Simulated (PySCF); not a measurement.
**Two-photon absorption: `COC1=CC=CC1=C1C=C1`, C9H8O**

Cartesian coordinates in Å; atom numbers follow the order of the lines, from 1:
```xyz
18

C    -1.677   -0.828    0.032
O    -0.286   -0.684    0.072
C     0.167    0.553    0.354
C    -0.505    1.718    0.615
C     0.493    2.750    0.852
C     1.748    2.227    0.738
C     1.600    0.815    0.418
C     2.552   -0.119    0.211
C     2.933   -1.456   -0.088
C     3.900   -0.569    0.115
H    -1.892   -1.877   -0.207
H    -2.136   -0.576    1.006
H    -2.127   -0.179   -0.740
H    -1.583    1.864    0.644
H     0.254    3.788    1.086
H     2.697    2.747    0.859
H     2.635   -2.475   -0.319
H     4.964   -0.349    0.169
```

The calculation used TDDFT CAM-B3LYP/aug-cc-pVDZ excited states, vertical, gas phase (PySCF). Geometry: PBE0-D3(BJ)/def2-SVP.

(1) Give the one- and two-photon strengths of the lowest singlets.

Answers

(1) δ for parallel linear polarisation; σ at the peak of a Lorentzian of half width 0.1 eV, single beam; Ω is circular over linear.
| state | E (eV) | f | photon λ (nm) | δ (au) | σ (GM) | Ω | main |
| --- | --- | --- | --- | --- | --- | --- | --- |
| S1 | 3.69 | 0.047 | 671 | 99.3 | 0.50 | 0.74 | HOMO→LUMO+2 0.85, HOMO→LUMO 0.11 |
| S2 | 3.87 | 0.001 | 640 | 53.6 | 0.29 | 1.02 | HOMO→LUMO 0.72, HOMO−1→LUMO 0.16 |
| S3 | 4.33 | 0.009 | 573 | 37.8 | 0.26 | 1.22 | HOMO−1→LUMO 0.81, HOMO→LUMO 0.16 |
| S4 | 4.58 | 0.000 | 541 | 238 | 1.83 | 1.50 | HOMO→LUMO+1 0.43, HOMO→LUMO+4 0.31 |
| S5 | 4.89 | 0.018 | 507 | 43.5 | 0.38 | 1.50 | HOMO→LUMO+3 0.72, HOMO→LUMO+5 0.09 |
| S6 | 4.96 | 0.001 | 500 | 36 | 0.32 | 1.50 | HOMO→LUMO+4 0.41, HOMO→LUMO+1 0.35 |

Among these, the strongest one-photon state is S1, the strongest two-photon state S4, with a dipole change of 2.1 D (relaxed, norm of the difference vector).
